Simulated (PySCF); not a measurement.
**Input and output**

[Gd(H2CO)]3+ (singlet in the valence; each metal's 4f electrons, 7 of them, lie in its core potential, out of spins and levels). PySCF 2.14.0, RKS PBE0, Gd lcecp-1-TZVP with ECP53, O def2-TZVP, C def2-TZVP, H def2-TZVP; non-relativistic Hamiltonian with scalar-relativistic core potentials where named; density fitting; no spin-orbit coupling. Purpose: basis and core treatment f-in-core-III/TZVP.

```python
mol = gto.M(atom='''
Gd     0.00000     0.00000    -0.20258
O     -0.00000     0.00000     1.89031
C     -0.00000     0.00000     3.15821
H      0.97175    -0.00000     3.70196
H     -0.97175     0.00000     3.70196''',
    basis={'Gd': 'lcecp-1-TZVP', 'O': 'def2-TZVP', 'C': 'def2-TZVP', 'H': 'def2-TZVP'},
    ecp={'Gd': 'lcecp-1-TZVP'},
    charge=3, spin=0)
mf = dft.RKS(mol, xc='PBE0')
mf.grids.atom_grid = (75, 302)  # f atoms: unpruned, at least (60, 302)
mf = mf.density_fit()  # fitting sets: Gd AutoAux, O def2-universal-JKFIT, C def2-universal-JKFIT, H def2-universal-JKFIT
mf.conv_tol = 1e-08; mf.max_cycle = 55
mf.kernel(dm0)  # dm0: free metal ions and neutral atoms
mf.nuc_grad_method().kernel()
```

Run from Python with OMP_NUM_THREADS=2; the lines above give its settings. Where DIIS fails, smearing, a level shift and second-order steps follow.
It took 44 s on 2 threads of Intel(R) Xeon(R) Processor @ 2.50GHz (Skylake/Cascade Lake), on a shared host.

(1) Where do the frontier levels lie, over both spins?

(2) What are the Mulliken charges and spins?

(3) What forces act on the atoms (eV/Å)?

The geometry was relaxed with PBE0 (Gd lcecp-1-SVP with ECP53, O def2-SVP, C def2-SVP, H def2-SVP).

An lcecp potential fixes the number of 4f electrons, so in runs with it no electron can move into or out of that shell.

Answers

(1) HOMO -25.17 eV, LUMO -19.43 eV. The 4f levels lie in the core potential and are missing.

(2) 
| atom | charge (e) | spin (e) |
| --- | --- | --- |
| Gd1 | 2.526 | 0.000 |
| O2 | -0.423 | 0.000 |
| C3 | 0.274 | 0.000 |
| H4 | 0.311 | 0.000 |
| H5 | 0.311 | 0.000 |
The spin of the 4f electrons in the core isn't counted.

(3) 
```
Gd   0.00  0.00  0.37
O    0.00  0.00 -0.16
C    0.00  0.00  0.17
H   -0.30  0.00 -0.19
H    0.30  0.00 -0.19
```
Forces carry noise of the integration grid, about 0.01 to 0.03 eV/Å.
